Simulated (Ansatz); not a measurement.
C2H5NSi can be A, `N=C1C[SiH2]1`, or B, `CC1=N[SiH2]1`.

Calculated with Ansatz (gas phase, PBE0-D4/def2-TZVP geometries, no zero-point term in ΔE). CCSD(T)/CBS adds triple-zeta CCSD(T) − MP2 to the extrapolated MP2 energy (def2 sets, frozen cores). Functionals use def2-TZVPP. Each species was taken in one conformer, which may not be the lowest.

Task: Which is lower in electronic energy at CCSD(T)/CBS, and by how much? (Estimate.)

Result: Ansatz gave: B, by 88.1 kJ/mol.

Task: Give E(B) − E(A) in kJ/mol with CCSD(T)/def2-TZVPP, B2PLYP, PBE0-D4, CCSD/def2-TZVPP, r2SCAN-D4, PBE-D4, HF/def2-TZVPP. (Estimate.)

Result: Ansatz gave: CCSD(T)/def2-TZVPP -87.2, B2PLYP -88.4, PBE0-D4 -79.4, CCSD/def2-TZVPP -87.0, r2SCAN-D4 -83.4, PBE-D4 -75.3, HF/def2-TZVPP -96.6. None reverses the order clearly.

Task: Does the order hold for the free energy at 298.15 K (harmonic terms from PBE0-D4)? (An estimate is asked.)

Result: The calculation gave: Yes: G(B) − G(A) = -85.0 kJ/mol, for one conformer each.

Largest T1 diagnostic: 0.015.

From PBE to PBE0 (25 % exact exchange), in def2-TZVPP and without D4, E(B) − E(A) moves by −4.0 kJ/mol. Leaving LDA and LC-ωPBE aside and taking each functional with its dispersion term where it has one, the values spread over 13.1 kJ/mol, from B2PLYP to PBE-D4. LDA lies +4.9 kJ/mol from PBE without D4.
